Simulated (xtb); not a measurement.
Input for xtb: GFN1-xTB on C3H8S2 (SMILES CSCSC).

```
$ xtb mol.xyz --gfn 1 --sp --chrg 0 --uhf 0
13

C      2.02210392    -0.81574239    -0.49038759
S      1.05126338    -0.33013510     0.95841881
C      0.18961072     1.11951645     0.28321473
S     -0.96684463     0.82864261    -1.08712917
C     -2.19420310    -0.20033870    -0.24322707
H      1.36519779    -0.98197597    -1.34285833
H      2.52935100    -1.74498168    -0.23654635
H      2.76580758    -0.05711703    -0.73521100
H     -0.33691283     1.56862359     1.12533159
H      0.91464080     1.84235464    -0.09084564
H     -2.91291609    -0.52005099    -0.99586122
H     -2.71366323     0.36542479     0.53047843
H     -1.71343529    -1.07422024     0.19388040
```

Question: What total energy does the run end on?

Answer: -18.0363 hartree.
